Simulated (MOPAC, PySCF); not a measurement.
[W(F)6], neutral singlet in the gas phase. 

Cartesian coordinates (Å):
```xyz
7

W      0.0005     0.0009    -0.0005
F     -1.1124    -1.4716    -0.2108
F      0.9004    -0.8770     1.3673
F     -0.8997     0.8785    -1.3683
F     -1.1845     0.7212     1.2359
F      1.1855    -0.7190    -1.2371
F      1.1138     1.4731     0.2100
```
Charge 0, spin multiplicity 1.

All levels are single points at this geometry (TPSS-D3(BJ)/def2-SVP); Pople sets use spherical d functions. Orbital energies aren't observables, and empty levels follow the basis.

PM6 in MOPAC gives gap (eV) = 13.31.

**Question.** Estimate the gap (eV) from each of these levels: PBE-D3(BJ)/def2-TZVP in PySCF; TPSSh-D3(BJ)/def2-TZVP in PySCF; B3LYP/LANL2DZ in PySCF; BP86/6-31G* (LANL2DZ on W) in PySCF; SVWN5/6-31G* (LANL2DZ on W) in PySCF.

**Answer.** 
| level | gap (eV) |
|---|---|
| PBE-D3(BJ)/def2-TZVP in PySCF | 5.28 |
| TPSSh-D3(BJ)/def2-TZVP in PySCF | 6.46 |
| B3LYP/LANL2DZ in PySCF | 6.60 |
| BP86/6-31G* (LANL2DZ on W) in PySCF | 4.95 |
| SVWN5/6-31G* (LANL2DZ on W) in PySCF | 4.99 |
